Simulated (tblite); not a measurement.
AlF$_{4}$ (SMILES [F][Al-]([F])([F])[F]), charge -1, singlet, at a GFN2-xTB geometry (such geometries of metal compounds can be far from the true shape); GFN1-xTB with ALPB(water) (tblite).

Input for tblite:
```
$ tblite run mol.xyz --method gfn1 --charge -1 --spin 0 --alpb water --json tblite.json --no-restart

# file mol.xyz
5

Al    -0.00000000     0.00000000    -0.00000000
F      1.58679882    -0.29963334    -0.47610446
F      0.00001338     0.79617763     1.48340395
F     -0.75975736     0.96255905    -1.15353150
F     -0.82705485    -1.45910335     0.14623202
```

**Question.** What does tblite print? Leave out banner, timings and long lists.

**Answer.** 
```
xTB calculator
 | screened Coulomb repulsion
 | Coulomb electrostatics
 |  * isotropic Klopman-Ohno-Mataga-Nishimoto electrostatics
 |  * onsite third-order electrostatics
 | DFT-D3(BJ) dispersion correction
 | Interactions (3)
 | [1] alpb/gbsa reaction field model
 | [2] cds contribution to solvation
 | [3] empirical free energy shift and standard state/solvent correction

halogen bonding energy    0.0000000000000E+00 Eh
repulsion energy          2.4572441607995E-02 Eh
dispersion energy        -8.0500253267276E-04 Eh
interaction energy        1.7758603050791E-03 Eh
number of electrons       3.2000000000000E+01 e
integral cutoff           4.0000000000000E+01 bohr

------------------------------------------------------------
  cycle        total energy    energy error   density error
------------------------------------------------------------
      1     -22.37288590915  -2.2398429E+01   6.8644761E-01
      2     -22.47082745972  -9.7941551E-02   3.5818864E-01
      3     -22.45171026978   1.9117190E-02   1.5451980E-01
      4     -22.37826487946   7.3445390E-02   4.5406084E-01
      5     -22.47012128548  -9.1856406E-02   1.1051825E-01
      6     -22.48699387524  -1.6872590E-02   3.5910254E-02
      7     -22.48515681425   1.8370610E-03   4.9918637E-02
      8     -22.48885215741  -3.6953432E-03   1.2334382E-02
      9     -22.48890148761  -4.9330200E-05   1.0907462E-02
     10     -22.48906565272  -1.6416512E-04   3.9234801E-03
     11     -22.48909015797  -2.4505242E-05   1.0684642E-04
     12     -22.48908958272   5.7524468E-07   6.0956332E-04
     13     -22.48909017407  -5.9134701E-07   2.3420096E-05
     14     -22.48909017494  -8.7068486E-10   1.9382445E-07
------------------------------------------------------------

electronic energy        -2.2514633474320E+01 Eh
total energy             -2.2489090174940E+01 Eh

Post processing:
 | Mayer-Wiberg bond orders

[Info] JSON dump of results written to 'tblite.json'
```
